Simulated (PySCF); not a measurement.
## Thallium: highly charged ions in a basis for the neutral atom

Tl(13+) [Xe] 4f14, Tl(14+) [Kr] 4d10 4f14 5s2 5p5. Calculation: PySCF 2.14, in def2-TZVP with the def2 core potential (60 electrons); scalar relativity through the core potential. No spin-orbit coupling, so a gap to NIST mixes the basis error with missing relativistic terms.

Changed run: basis of the neutral atom used for a highly charged ion. This setting is unsound on purpose.

| species | method | sound run (hartree) | changed run (hartree) | converged |
| --- | --- | --- | --- | --- |
| Tl(13+) | UHF | not run | -121.90650 | yes |
| Tl(13+) | M06-L | not run | -122.43297 | yes |
| Tl(13+) | B3LYP | not run | -122.30949 | yes |
| Tl(14+) | UHF | not run | -110.37006 | yes |
| Tl(14+) | M06-L | not run | -110.84162 | yes |
| Tl(14+) | B3LYP | not run | -110.73003 | yes |

Ionisation energy of Tl(13+):

| method | changed run (eV) | NIST (eV) |
| --- | --- | --- |
| UHF | 313.92 | 306.9 ± 1.4 |
| M06-L | 315.42 | 306.9 ± 1.4 |
| B3LYP | 315.09 | 306.9 ± 1.4 |

The contracted functions were made for the neutral atom and can be too rigid for a highly charged ion.
